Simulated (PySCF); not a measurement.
Static response to an electric field

Species: Si(SH)2Cl2.
Structure used (PBE0-D3(BJ)/def2-SVP), in Å, numbered top down from 1:
```
atom  x, y, z in Å
Si1   -0.0632   -0.0125   -0.0635
S2     0.0033   -0.0095    2.0553
H3    -1.3412    0.0651    2.1770
S4     1.9710   -0.0359   -0.6576
H5     1.6599   -0.1006   -1.9717
Cl6   -1.0572    1.6330   -0.8012
Cl7   -1.0809   -1.6417   -0.8068
```

Level: PBE0/def2-SVPD (PySCF), static field, nuclei fixed, core orbitals frozen in the response. The polarisability tensor in these axes (au):

```
x   94.86 -0.22 -1.99
y   -0.22 88.88  0.23
z   -1.99  0.23 96.36
```

Question: Give the principal values, the mean and the anisotropy Δα = √{½[(α1 − α2)² + (α2 − α3)² + (α1 − α3)²]}.

Answer: Principal values 88.86, 93.48 and 97.74 au; mean 93.36 au = 13.84 Å³ = 15.39 × 10⁻⁴⁰ C²·m²/J; Δα = 7.69 au (8 % of the mean).

Question: What is the dipole moment?

Answer: 0.19 D at this geometry.

Question: Give the principal axes and the span of the nuclei along them.

Answer: Largest value along (-0.57, 0.04, 0.82), where the nuclei span 5.12 Å; middle along (0.82, -0.01, 0.57), 2.59 Å; least along (0.03, 1.00, -0.02), 3.27 Å. The strongest response lies along the longest span, while the other two are in reverse order.

Question: Find the Langevin capture rate constant for O2+ (31.990 u) meeting this molecule (163.874 u), k = 2.342 × 10⁻⁹ cm³/s × √(α in Å³ / reduced mass in u).

Answer: The reduced mass is 26.77 u, so k = 1.68 × 10⁻⁹ cm³/s.

Question: Refractivity n − 1 of an ideal gas of it at 400 K and 1 atm, from the electronic α?

Answer: N = p/kT = 1.8347 × 10¹⁹ cm⁻³, so n − 1 = 2π × N × 13.84 × 10⁻²⁴ cm³ = 1595 × 10⁻⁶ at long wavelengths.

Question: Traceless (Buckingham) quadrupole moment about the centre of nuclear charge: eigenvalues?

Answer: -6.54, -3.97, 10.51 D·Å. The values depend on the origin, since the dipole doesn't vanish. The electronic extent ⟨r²⟩ about the same centre is 1221 bohr², a root-mean-square distance of 2.04 Å for the 82 electrons.

Geometry: PBE0-D3(BJ)/def2-SVP, one conformer, isolated molecule.
